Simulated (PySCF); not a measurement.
C₂H₁₁BN₂.
Numbering: `[CH3:1][NH:2][BH2-:3][NH2+:4][CH3:5]` (hydrogens: H6, H7, H8 on C1; H9 on N2; H10, H11 on B3; H12, H13 on N4; H14, H15, H16 on C5)

Computed with PBE0-D3(BJ)/def2-SVP geometry optimisation, gas phase (PySCF 2.14.0).

**Question.** What internal coordinates does the optimisation give?

**Answer.** 
| bond | length (pm) |
| --- | --- |
| C1–N2 | 143.9 |
| N2–B3 | 148.8 |
| B3–N4 | 167.5 |
| N4–C5 | 146.0 |
| C1–H6, C1–H7, C1–H8 | 110.7 |
| N2–H9 | 101.3 |
| B3–H10, B3–H11 | 123.4 |
| N4–H12, N4–H13 | 102.1 |
| C5–H14, C5–H15, C5–H16 | 109.9 |

Bonds in one row agree within 1 pm and their mean is given. A selection of angles:
| angle | degrees |
| --- | --- |
| N2–C1–H6 | 114.9 |
| N2–C1–H7 | 111.9 |
| N2–C1–H8 | 110.3 |
| H6–C1–H7 | 107.1 |
| H6–C1–H8 | 105.8 |
| C1–N2–B3 | 120.9 |
| C1–N2–H9 | 111.5 |
| B3–N2–H9 | 114.0 |
| N2–B3–N4 | 105.9 |
| N2–B3–H10 | 113.9 |
| N2–B3–H11 | 116.3 |
| N4–B3–H10 | 103.0 |
| H10–B3–H11 | 113.1 |
| B3–N4–C5 | 115.7 |
| B3–N4–H12 | 105.3 |
| C5–N4–H12 | 112.1 |
| H12–N4–H13 | 105.4 |
| N4–C5–H14 | 112.5 |
| N4–C5–H15 | 108.6 |
| H14–C5–H15 | 109.6 |
| H15–C5–H16 | 107.7 |

Torsions: C1–N2–B3–N4 102° (anticlinal); N2–B3–N4–C5 180° (antiperiplanar). The mirror-image conformer, all signs reversed, is as good.

The 2 B–N bonds span 1.488 Å (N2–B3, drawn single) to 1.675 Å (B3–N4, drawn single), a spread of 0.187 Å. N2 (boron-bound nitrogen) is pyramidal (angles 120.9°, 114.0° and 111.5°, sum 346.3°, 0.28 Å off the plane of its three neighbours). The C–N distances run from 1.439 Å (C1–N2, drawn single) to 1.460 Å (N4–C5, drawn single), a spread of 0.021 Å. N4 (nitrogen bonded to B, C and 2 H) is distorted tetrahedral (angles from 105.3° to 115.7°). B3 (four-coordinate boron) is distorted tetrahedral (angles from 102.6° to 116.3°).

Point group: C1 (no symmetry element, even within 0.4 Å). No PBE0-D3(BJ)/def2-SVP frequencies stand behind this structure, so it isn't proved a minimum. The numbers are those of one conformer.
